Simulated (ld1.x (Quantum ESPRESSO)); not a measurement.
gold: variants of one TM semilocal potential

Base potential:

Au (Z = 79), norm-conserving Troullier–Martins (semilocal form), made with ld1.x (Quantum ESPRESSO) 7.5 (PBE, scalar-relativistic). Core [Kr] 4d10 4f14, reference 5s2 5p6 5d10 6s0.75 6p0.25. Waves: 5s (bound): rc 1.20 bohr; 5p (bound): rc 1.85 bohr; 5d (bound): rc 2.25 bohr. Local part: the d channel. Core correction: Bessel-smoothed model core, default radius (core density twice the valence density).

Occupied shells without a wave of their own: 6p, 6s. They enter only through the test configuration that unscreens the potential, and ld1.x also counts them in the model core charge.

Cutoffs, loose and tight: the cutoffs (Ry, on a coarse ladder) from which the occupation-weighted sum of valence levels, in a spherical-Bessel basis at the reference potential, stays within 10 and 1 mRy of its value at 400 Ry. They do not see the model core or the augmentation charge, which bear on the density cutoff. Test errors are all-electron minus pseudo excitation energies from the reference, over the configurations 5s2 5p6 5d10 6s1 6p0; 5s2 5p6 5d10 6s0 6p0; 5s2 5p6 5d9 6s0 6p0; 5s2 5p6 5d10 6s0 6p1; 5s2 5p5 5d10 6s1 6p0; 5s2 5p6 5d7 6s0 6p0; 5s2 5p6 5d10 6s0.5 6p0. A dash means not determined; rows that change the core or the reference have their own tests.

With those shells counted twice in exchange and correlation these files are broken, and their errors move erratically; no question is asked of them.

A semilocal file is local in each channel, so a ghost entry of none says nothing of the separable form that plane-wave codes build from it.

```tsv
change	outcome	cutoff, loose	cutoff, tight	bound ghosts	largest test error (meV)
base	generated, misses its reference levels by 0.50 eV	110 Ry	200 Ry	none	-1886
all radii but the core radius scaled by about 0.75 (s 0.90, p 1.40, d 1.70 bohr)	generated	140 Ry	260 Ry	none	-755
all radii but the core radius scaled by about 0.88 (s 1.06, p 1.64, d 1.98 bohr)	generated, misses its reference levels by 0.18 eV	140 Ry	230 Ry	none	-1066
all radii but the core radius scaled by about 1.14 (s 1.36, p 2.10, d 2.56 bohr)	generated, misses its reference levels by 1.41 eV	90 Ry	140 Ry	none	-3792
all radii but the core radius scaled by about 1.27 (s 1.52, p 2.34, d 2.86 bohr)	generated, misses its reference levels by 3.61 eV	70 Ry	90 Ry	none	-8117
all radii but the core radius scaled by about 1.37 (s 1.64, p 2.52, d 3.08 bohr)	generated, misses its reference levels by 5.77 eV	50 Ry	80 Ry	none	no test is counted, since the test run did not reproduce the reference configuration
```

Reading the sweep of the scale of all radii but the core radius (base = 1) (base included, trends over the rows without a ghost): The loose cutoff falls from 140 Ry at 0.75 to 50 Ry at 1.37. A larger radius leaves more room for a smooth pseudo-wave, so fewer plane waves are needed; a smaller one forces it to follow the all-electron wave where it bends sharply. The median size of the test errors (rows with all tests solved) rises from 117.3 meV at 0.75 to 2762.4 meV at 1.27. More of the atom is replaced by a form fitted at one configuration, so other configurations suffer as the radius grows.
